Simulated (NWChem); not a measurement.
System: GaH3; SMILES [GaH3]

The following NWChem deck was run.

```
start job
memory heap 200 mb stack 900 mb global 1100 mb
geometry units angstroms noautosym nocenter noautoz
  Ga     0.000000     0.000000     0.000000
  H      1.117639     1.117639     0.000000
  H      0.409084    -1.526724     0.000000
  H     -1.526724     0.409084     0.000000
end
basis spherical
  * library aug-cc-pvtz
end
dft
  xc xpbe96 cpbe96
  iterations 150
end
property
  response 1 0.0
end
task dft property
```

Parts of the log:

```
             Northwest Computational Chemistry Package (NWChem) 7.3.0
             --------------------------------------------------------

                             Geometry "geometry" -> ""
                             -------------------------

 Output coordinates in angstroms (scale by  1.889725989 to convert to a.u.)

  No.       Tag          Charge          X              Y              Z
 ---- ---------------- ---------- -------------- -------------- --------------
    1 Ga                  31.0000     0.00000000     0.00000000     0.00000000
    2 H                    1.0000     1.11763900     1.11763900     0.00000000
    3 H                    1.0000     0.40908400    -1.52672400     0.00000000
    4 H                    1.0000    -1.52672400     0.40908400     0.00000000

 Effective nuclear repulsion energy (a.u.)      31.7162213638

  pbe96 is a nonlocal functional; adding pw91lda local functional.
                              NWChem Property Module
                              ----------------------

                                 NWChem DFT Module
                                 -----------------

 Summary of "ao basis" -> "ao basis" (spherical)
 ------------------------------------------------------------------------------
       Tag                 Description            Shells   Functions and Types
 ---------------- ------------------------------  ------  ---------------------
 Ga                       aug-cc-pvtz               19       59   7s6p4d2f
 H                        aug-cc-pvtz                9       23   4s3p2d

            General Information
            -------------------
          SCF calculation type: DFT
          Wavefunction type:  closed shell.
          No. of atoms     :     4
          No. of electrons :    34
           Alpha electrons :    17
            Beta electrons :    17
          Charge           :     0
          Spin multiplicity:     1
          Use of symmetry is: off; symmetry adaption is: off
          Maximum number of iterations: 150
          AO basis - number of functions:   128
                     number of shells:    46
          Convergence on energy requested:  1.00D-06
          Convergence on density requested:  1.00D-05
          Convergence on gradient requested:  5.00D-04

              XC Information
              --------------
          PerdewBurkeErnzerhof Exchange Functional  1.000
            Perdew 1991 LDA Correlation Functional  1.000 local
           PerdewBurkeErnz. Correlation Functional  1.000 non-local

             Grid Information
             ----------------
          Grid used for XC integration:  medium
          Radial quadrature: Mura-Knowles
          Angular quadrature: Lebedev.
          Tag              B.-S. Rad. Rad. Pts. Rad. Cut. Ang. Pts.
          ---              ---------- --------- --------- ---------
          Ga                  1.30      112          13.0       590
          H                   0.35       45          14.0       434
          Grid pruning is: on
          Number of quadrature shells:   247
          Spatial weights used:  Erf1

      Superposition of Atomic Density Guess
      -------------------------------------

 Sum of atomic energies:       -1924.76267745

      Non-variational initial energy
      ------------------------------

 Total energy =   -1924.850146
 1-e energy   =   -2749.311772
 2-e energy   =     792.745405
 HOMO         =      -0.352501
 LUMO         =      -0.027908

   convergence    iter        energy       DeltaE   RMS-Dens  Diis-err
 ---------------- ----- ----------------- --------- --------- ---------
 d= 0,ls=0.0,diis     1  -1926.3300207347 -1.96D+03  1.35D-02  3.16D-01
 d= 0,ls=0.0,diis     2  -1926.3456805639 -1.57D-02  4.71D-03  1.13D-01
 d= 0,ls=0.0,diis     3  -1926.3510853524 -5.40D-03  2.39D-03  2.09D-02
 d= 0,ls=0.0,diis     4  -1926.3520248864 -9.40D-04  7.22D-04  1.62D-03
 d= 0,ls=0.0,diis     5  -1926.3522225373 -1.98D-04  7.23D-06  7.03D-07
 d= 0,ls=0.0,diis     6  -1926.3522226986 -1.61D-07  1.05D-06  4.16D-09

         Total DFT energy =    -1926.352222698579
      One electron energy =    -2747.857627631079
           Coulomb energy =      865.554597277651
    Exchange-Corr. energy =      -75.765413708980
 Nuclear repulsion energy =       31.716221363830

 Numeric. integr. density =       34.000043499017

                       DFT Final Molecular Orbital Analysis
                       ------------------------------------

 Vector   15  Occ=2.000000D+00  E=-4.122471D-01
              MO Center= -1.2D-07, -1.2D-07,  1.6D-12, r^2= 2.1D+00
   Bfn.  Coefficient  Atom+Function         Bfn.  Coefficient  Atom+Function
  ----- ------------  ---------------      ----- ------------  ---------------
     5      0.733442  1 Ga s                  6      0.463996  1 Ga s
     4     -0.270150  1 Ga s                 62     -0.153742  2 H  s
    85     -0.153751  3 H  s                108     -0.153751  4 H  s
    38     -0.089776  1 Ga d  0              60      0.083919  2 H  s
    83      0.083919  3 H  s                106      0.083919  4 H  s

 Vector   16  Occ=2.000000D+00  E=-2.697357D-01
              MO Center=  3.9D-01,  3.9D-01,  5.5D-12, r^2= 2.7D+00
   Bfn.  Coefficient  Atom+Function         Bfn.  Coefficient  Atom+Function
  ----- ------------  ---------------      ----- ------------  ---------------
    61      0.266188  2 H  s                 17      0.223031  1 Ga px
    18      0.222173  1 Ga py                62      0.187835  2 H  s
    14      0.172915  1 Ga px                15      0.172250  1 Ga py
    60      0.163073  2 H  s                107     -0.133538  4 H  s
    84     -0.132650  3 H  s                 26     -0.116851  1 Ga d -2

 Vector   17  Occ=2.000000D+00  E=-2.697356D-01
              MO Center= -3.9D-01, -3.9D-01, -3.8D-12, r^2= 2.7D+00
   Bfn.  Coefficient  Atom+Function         Bfn.  Coefficient  Atom+Function
  ----- ------------  ---------------      ----- ------------  ---------------
    84      0.230782  3 H  s                107     -0.230269  4 H  s
    17      0.222173  1 Ga px                18     -0.223030  1 Ga py
    14      0.172250  1 Ga px                15     -0.172915  1 Ga py
    85      0.162851  3 H  s                108     -0.162489  4 H  s
    83      0.141382  3 H  s                106     -0.141068  4 H  s

 Vector   18  Occ=0.000000D+00  E=-9.863343D-02
              MO Center= -2.4D-08, -2.3D-08, -9.0D-10, r^2= 3.8D+00
   Bfn.  Coefficient  Atom+Function         Bfn.  Coefficient  Atom+Function
  ----- ------------  ---------------      ----- ------------  ---------------
    19      0.514565  1 Ga pz                22      0.428141  1 Ga pz
    16      0.322949  1 Ga pz                13      0.138315  1 Ga pz
    25      0.072651  1 Ga pz                72      0.042817  2 H  pz
    95      0.042818  3 H  pz               118      0.042818  4 H  pz

 Vector   19  Occ=0.000000D+00  E=-1.586657D-02
              MO Center=  1.3D-06,  1.1D-06, -4.1D-09, r^2= 1.3D+01
   Bfn.  Coefficient  Atom+Function         Bfn.  Coefficient  Atom+Function
  ----- ------------  ---------------      ----- ------------  ---------------
     7      0.875297  1 Ga s                  5     -0.577471  1 Ga s
     6     -0.382767  1 Ga s                  4      0.211977  1 Ga s
    62      0.209228  2 H  s                 85      0.209199  3 H  s
   108      0.209197  4 H  s                 43     -0.152757  1 Ga d  0
    61      0.117267  2 H  s                 84      0.117268  3 H  s

 Vector   20  Occ=0.000000D+00  E= 1.001729D-02
              MO Center= -1.7D-04, -1.7D-04, -3.6D-08, r^2= 1.8D+01
   Bfn.  Coefficient  Atom+Function         Bfn.  Coefficient  Atom+Function
  ----- ------------  ---------------      ----- ------------  ---------------
     7      2.745481  1 Ga s                  6      2.223972  1 Ga s
    63     -1.083972  2 H  s                 86     -1.084829  3 H  s
   109     -1.084842  4 H  s                 62     -0.770059  2 H  s
    85     -0.770289  3 H  s                108     -0.770294  4 H  s
     5      0.427707  1 Ga s                 61     -0.144045  2 H  s

     Multipole analysis of the density
     ---------------------------------

     L   x y z        total         alpha         beta         nuclear
     -   - - -        -----         -----         ----         -------
     0   0 0 0     -0.000000    -17.000000    -17.000000     34.000000

     1   1 0 0      0.000000      0.000001      0.000001     -0.000002
     1   0 1 0      0.000000      0.000001      0.000001     -0.000002
     1   0 0 1     -0.000000     -0.000000     -0.000000      0.000000

     2   2 0 0    -15.927360    -14.654699    -14.654699     13.382038
     2   1 1 0      0.000000     -0.000000     -0.000000      0.000001
     2   1 0 1      0.000000      0.000000      0.000000      0.000000
     2   0 2 0    -15.927360    -14.654699    -14.654699     13.382038
     2   0 1 1     -0.000000     -0.000000     -0.000000      0.000000
     2   0 0 2    -12.052107     -6.026053     -6.026053      0.000000

 *** CALLING NEW AORESP DRIVER FOR CLOSED AND OPEN SHELLS ***
 Entering AOResponse driver routine

--------------------------------------------------------------------------------

          -----------------------------------------------
          Solving response equations for perturbing field
          -----------------------------------------------

 number of frequencies:     1
 frequency in a.u.:  0.0000000E+00
 Perturbing field: electric
 Using El. Dipole Length Gauge

 Setting up CPKS with frequency omega =      0.00000000 a.u.

 STATIC response

                                NWChem CPHF Module
                                ------------------

  scftype          =     RHF
  nclosed          =       17
  nopen            =        0
  variables        =     1887
  # of vectors     =        3
  tolerance        = 0.10D-03
  level shift      = 0.00D+00
  max iterations   =       50
  max subspace     =       30

 SCF residual:    9.1900728031116568E-006

Iterative solution of linear equations
  No. of variables     1887
  No. of equations        3
  Maximum subspace       30
        Iterations       50
       Convergence  1.0D-04

   iter   nsub   residual    time
   ----  ------  --------  ---------
     1      3    3.76D+00     119.2
     2      6    4.60D-01     166.9
     3      9    2.08D-02     215.7
     4     12    3.63D-03     253.1
     5     15    1.78D-04     290.3
     6     18    8.26D-06     327.9

 Electric Dipole Response Matrix (nonzero elements):

              1        2        3
    1   39.3581  -0.0000  -0.0000
    2   -0.0000  39.3581  -0.0000
    3   -0.0000  -0.0000  26.9965

 ------------------------------------------
 average:        35.23758 + I       0.00000

 DFT Linear Response polarizability / au
 Frequency  =       0.0000000 / au
              X              Y              Z
 -----------------------------------------------
 X      39.3581351     -0.0000106     -0.0000000
 Y      -0.0000106     39.3581351     -0.0000000
 Z      -0.0000000     -0.0000000     26.9964575
 -----------------------------------------------
 Eigenvalues =      39.3581245     39.3581458     26.9964575
 Isotropic   =      35.2375759
 Anisotropic =      12.3616777
 -----------------------------------------------

 Magnetic Dipole Response Matrix (nonzero elements):

 Exiting AOResponse driver routine
```

Level: PBE/aug-cc-pVTZ. Coordinates come from a PBE-D3(BJ)/def2-SVP optimisation.
